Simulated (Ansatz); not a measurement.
Program: Ansatz. Geometries: PBE0-D4/def2-TZVP. ΔE: electronic, gas phase. CCSD(T)/CBS is the MP2 limit (def2-TZVPP, def2-QZVPP) plus CCSD(T) − MP2 in def2-TZVPP, frozen cores. This one scheme is used for every species. Functionals use def2-TZVPP. One conformer a species, not always the lowest.

`O/C([SiH3])=C\Cl` + H₂ → `C=C(O)[SiH3]` + HCl  (hydrogenolysis of a C–Cl bond)

| level | ΔE (kJ/mol) |
| --- | --- |
| PBE | -51.9 |
| r2SCAN | -52.5 |

Q: What does CCSD(T)/CBS give? (Best estimate.)

A: The calculation gave: -59.2 kJ/mol. The listed levels differ from it by 7.3, 6.7 kJ/mol.

Largest T1 diagnostic among the species: 0.013.

From PBE to PBE0 (25 % exact exchange), in def2-TZVPP and without D4, ΔE moves by −6.9 kJ/mol. The D4 term adds +7.7 kJ/mol with B3LYP and +4.1 kJ/mol with PBE0; it sums over pairs of atoms, weighted by their polarisabilities, and B3LYP, whose exchange is more repulsive, gets the larger term. In def2-TZVPP, CCSD(T) changes the Hartree–Fock value by +21.3 kJ/mol (the triples alone add +6.7 kJ/mol) and MP2 by +29.5 kJ/mol.

B3LYP here is the variant with VWN-RPA as its local correlation; programs differ in this.
